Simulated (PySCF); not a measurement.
formamidinium (CH5N2), SMILES NC=[NH2+], charge +1. Atoms are numbered in the order given.

```xyz
8

N      0.0000     1.1582    -0.1743
C      0.0000     0.0000     0.4243
N      0.0000    -1.1582    -0.1743
H      0.0000     1.2585    -1.1797
H      0.0000     2.0062     0.3717
H      0.0000     0.0000     1.5099
H      0.0000    -1.2585    -1.1797
H      0.0000    -2.0062     0.3717
```
Charge +1, spin multiplicity 1.

Coordinates come from a PBE0-D3(BJ)/def2-TZVP optimisation. The values are those of a single conformer.

All values below come from PBE0/pcJ-1 (PySCF).

Isotropic couplings with Fermi-contact, spin-dipole and both spin-orbit terms, one fixed conformer, no vibrational averaging. Isotopes: 13C, 14N, 1H.

Computed spin–spin coupling constants:
```tsv
pair	bonds apart	J (Hz)
N1–C2	1	16.5
N1–H4	1	68.5
N1–H5	1	72.9
C2–N3	1	16.5
C2–H6	1	193.3
N3–H7	1	68.5
N3–H8	1	72.9
N1–H6	2	2.2
C2–H4	2	-2.4
C2–H5	2	3.0
C2–H7	2	-2.3
C2–H8	2	3.0
N3–H6	2	2.2
H4–H5	2	-0.4
H7–H8	2	-0.4
N1–H7	3	1.3
N1–H8	3	3.8
N3–H4	3	1.3
N3–H5	3	3.8
H4–H6	3	16.9
H5–H6	3	7.7
H6–H7	3	16.9
H6–H8	3	7.7
H4–H7	4	1.1
H4–H8	4	-0.3
H5–H7	4	-0.3
H5–H8	4	3.0
```
